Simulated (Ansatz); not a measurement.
One change: `C[N](C)[InH][SH]` becomes `CN(C)P`.

Ansatz, PBE0-D4/def2-TZVP geometries, multiplicity 1. Each molecule was computed in one conformer, which needn't be the lowest.

Elements past krypton have def2 core potentials.

```json
{"property": "HOMO–LUMO gap (ωB97M-V/def2-TZVPP) / eV", "`C[N](C)[InH][SH]`": "8.77"}
{"property": "HOMO energy (B3LYP/def2-TZVPP) / eV", "`C[N](C)[InH][SH]`": "-5.93"}
{"property": "LUMO energy (ωB97M-V/def2-TZVPP) / eV", "`C[N](C)[InH][SH]`": "0.40"}
{"property": "LUMO energy (B3LYP/def2-TZVPP) / eV", "`C[N](C)[InH][SH]`": "-1.23"}
{"property": "LUMO energy (PBE/def2-TZVPP) / eV", "`C[N](C)[InH][SH]`": "-1.64"}
{"property": "HOMO–LUMO gap (PBE/def2-TZVPP) / eV", "`C[N](C)[InH][SH]`": "3.30"}
```

Task: What does the change do to each property? (Best estimate.)

Result: The calculation gave: 
| property | `CN(C)P` | shift |
| --- | --- | --- |
| HOMO–LUMO gap (ωB97M-V/def2-TZVPP) / eV | 11.01 | 2.24 |
| HOMO energy (B3LYP/def2-TZVPP) / eV | -6.37 | -0.44 |
| LUMO energy (ωB97M-V/def2-TZVPP) / eV | 2.16 | 1.76 |
| LUMO energy (B3LYP/def2-TZVPP) / eV | 0.16 | 1.39 |
| LUMO energy (PBE/def2-TZVPP) / eV | -0.50 | 1.14 |
| HOMO–LUMO gap (PBE/def2-TZVPP) / eV | 4.77 | 1.47 |

With PBE0 the HOMO falls by 0.45 eV and the LUMO rises by 1.39 eV, so the gap widens by about 1.84 eV. PBE moves the HOMO by -0.33 eV and ωB97M-V by -0.48 eV.

B3LYP here is the variant with VWN-RPA as its local correlation; programs differ in this.
